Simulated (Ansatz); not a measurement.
C2H6ClGa, charge +3, doublet, at a GFN2-xTB geometry of the parent state (such geometries of metal compounds can be far from the true shape) (a state made from the parent by changing its charge; the spin is typed, not shown lowest); Ansatz (a program for electronic structure) with PBE/def2-SV(P).

Here is a job for Ansatz.
Ansatz 0.2 input:
```yaml
crystal:
  periodic: [false, false, false]
  atoms:
    - {symbol: Ga, position_ang: [-0.11318702, 0.04469571, -0.08248336]}
    - {symbol: C, position_ang: [-1.92172568, -0.98294550, -0.55503717]}
    - {symbol: H, position_ang: [-1.85733445, -1.24248750, -1.61332384]}
    - {symbol: H, position_ang: [-2.74321140, -0.29652337, -0.34397420]}
    - {symbol: H, position_ang: [-1.91352618, -1.85857301, 0.09676954]}
    - {symbol: C, position_ang: [-0.37592146, 1.89024885, -1.11933910]}
    - {symbol: H, position_ang: [-0.66734654, 1.64329702, -2.14141930]}
    - {symbol: H, position_ang: [0.59865420, 2.37779450, -1.05496299]}
    - {symbol: H, position_ang: [-1.15677370, 2.43270961, -0.58316277]}
    - {symbol: Cl, position_ang: [1.47260108, -0.58150613, 1.07313619]}
basis:
  gaussian:
    orbitals: def2-SV_P_.json
hamiltonian:
  xc: pbe
total_charge: 3
magnetization: {spin_polarized: false, initial_magnetization: 1}
```
The basis file holds def2-SV(P) in the JSON format of the Basis Set Exchange.

Predict the main parts of the log of this Ansatz run.


```
Functional definition: PBE
1166 factors; their error is unknown
mean field evaluation 1: about -66928.5910 eV, gradient 1.4e2 eV
mean field evaluation 2: about -65923.9253 eV, gradient 4.7e2 eV
mean field evaluation 4: about -66985.1102 eV, gradient 5.6e1 eV
mean field evaluation 8: about -66997.8428 eV, gradient 7.9e0 eV
mean field evaluation 16: about -66998.1736 eV, gradient 3.6e0 eV
mean field evaluation 32: about -66998.2819 eV, gradient 9.3e-6 eV
mean field evaluation 64: about -66997.7167 eV, gradient 6.7e-2 eV
mean field evaluation 96: about -66998.2819 eV, gradient 1.1e-2 eV
mean field evaluation 128: about -66992.8558 eV, gradient 2.8e1 eV
mean field evaluation 160: about -66997.4641 eV, gradient 3.7e0 eV
mean field evaluation 192: about -66957.3154 eV, gradient 7.0e1 eV
mean field evaluation 224: about -66974.3455 eV, gradient 2.7e1 eV
mean field -66998.28193339 eV, -2462.1414479855 hartree, gradient 2.3e-6 eV, S^2 0.750000; 11 other end points of the search recorded, 0 dependent functions left out
reference -66998.28196602 eV, -2462.1414491847 hartree; 32, 31 occupied and 58, 59 virtual orbitals, 1166 factors
Total energy: -66998.28196602 eV, -2462.1414491847 hartree
```
